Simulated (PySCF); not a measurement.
Mayer bond orders and bond lengths

C₃H₆OSi.
Numbering: `[CH:1]1=[CH:2][O:3][SiH2:4][CH2:5]1` (hydrogens: H6 on C1; H7 on C2; H8, H9 on Si4; H10, H11 on C5)

Cartesian coordinates in Å at the GFN2-xTB level; atoms count from 1:
```
atom  x, y, z in Å
C1    -1.2241    0.1378   -0.0692
C2    -0.6205    1.1526   -0.6630
O3     0.7470    1.1695   -0.6869
Si4    1.4020   -0.1454    0.0670
C5    -0.3012   -0.8918    0.5174
H6    -2.2932    0.0400   -0.0012
H7    -1.0800    1.9987   -1.1474
H8     2.1847    0.3183    1.2072
H9     2.1611   -0.9113   -0.9155
H10   -0.4931   -1.8707    0.0768
H11   -0.4772   -0.9950    1.5888
```

Bond orders from the PBE0/pcSseg-1 density (PySCF). Geometry: GFN2-xTB; no solvent, vibrations or thermal averaging.

Problem. Where do the orders between heavy atoms depart from those drawn in the SMILES?

Solution. The largest departure is 0.157, at C1–C2 (drawn double, 1.843).

Problem. Set the Mayer orders of the bonds beside their lengths.

Solution. 
```json
{"bond": "C1–C2", "drawn as": "double", "length (Å)": "1.322", "Mayer order": "1.843"}
{"bond": "C2–O3", "drawn as": "single", "length (Å)": "1.368", "Mayer order": "0.966"}
{"bond": "O3–Si4", "drawn as": "single", "length (Å)": "1.651", "Mayer order": "0.936"}
{"bond": "Si4–C5", "drawn as": "single", "length (Å)": "1.913", "Mayer order": "0.918"}
{"bond": "C5–C1", "drawn as": "single", "length (Å)": "1.502", "Mayer order": "1.025"}
{"bond": "C1–H6", "drawn as": "single", "length (Å)": "1.076", "Mayer order": "0.973"}
{"bond": "C2–H7", "drawn as": "single", "length (Å)": "1.078", "Mayer order": "0.979"}
{"bond": "Si4–H8", "drawn as": "single", "length (Å)": "1.459", "Mayer order": "0.922"}
{"bond": "Si4–H9", "drawn as": "single", "length (Å)": "1.459", "Mayer order": "0.922"}
{"bond": "C5–H10", "drawn as": "single", "length (Å)": "1.091", "Mayer order": "0.936"}
{"bond": "C5–H11", "drawn as": "single", "length (Å)": "1.091", "Mayer order": "0.936"}
```

By pair of heavy elements: C–C: lowest C5–C1 (1.025, 1.502 Å), highest C1–C2 (1.843, 1.322 Å).

Problem. Sum the orders of all bonds at each heavy atom with more than one neighbour and set the sums beside the valence in the SMILES.

Solution. C1 3.841 (drawn 4), C2 3.788 (drawn 4), O3 1.902 (drawn 2), Si4 3.698 (drawn 4), C5 3.815 (drawn 4). Orders between atoms that aren't bonded are not in these sums.

For a closed shell the Mayer order of atoms A and B is Σ (PS)μν (PS)νμ over the basis functions μ on A and ν on B, with P the density and S the overlap matrix.
